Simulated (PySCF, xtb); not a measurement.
IrO4, SMILES [O]=[Ir+]1(=[O])[O][O]1, charge +1, multiplicity 1.

GFN2-xTB (xtb) at its own geometry gives an orbital gap of 1.34 eV.

Geometry: B3LYP-D3(BJ)/def2-SVP. The spin state was assumed, not searched. The def2 effective core potentials stand for the cores of Ir; spin–orbit coupling is left out.

### Question
What does ωB97X/def2-TZVP (PySCF) give? (An estimate is asked for; the answer gives what the named calculation found.)

### Answer
gap 7.88 eV (levels -18.20 and -10.32 eV).
